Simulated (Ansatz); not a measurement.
Reaction (cleavage of the Si–Sb bond): `C[SiH](Cl)[SbH2]` + `[NH2][AlH2]` → `C[SiH](Cl)[NH][AlH2]` + stibine

Calculated with Ansatz (gas phase, PBE0-D4/def2-TZVP geometries, no zero-point term in ΔE). CCSD(T)/CBS adds triple-zeta CCSD(T) − MP2 to the extrapolated MP2 energy (def2 sets, frozen cores). This one scheme is used for every species. DFT in def2-TZVPP. Elements past krypton have def2 core potentials. For Sb outer-core shells are correlated without core-valence functions, which leaves a few kJ/mol of doubt a bond. Each species was taken in one conformer, which may not be the lowest.

| species | PBE-D4 energy (Eh) |
| --- | --- |
| `C[SiH](Cl)[SbH2]` | -1031.36502 |
| `[NH2][AlH2]` | -299.42827 |
| `C[SiH](Cl)[NH][AlH2]` | -1088.78543 |
| `[SbH3]` | -242.01746 |

(1) Work out ΔE.

Largest T1 diagnostic among the species: 0.014.

## Answers

(1) ΔE = (-1088.78543) + (-242.01746) − (-1031.36502) − (-299.42827) = -0.00960 Eh = -25.2 kJ/mol. CCSD(T)/CBS gives -35.6 kJ/mol.

From PBE to PBE0 (25 % exact exchange), in def2-TZVPP and without D4, ΔE moves by −5.3 kJ/mol. In def2-TZVPP, CCSD(T) changes the Hartree–Fock value by +10.2 kJ/mol (the triples alone add +1.7 kJ/mol) and MP2 by +14.9 kJ/mol.
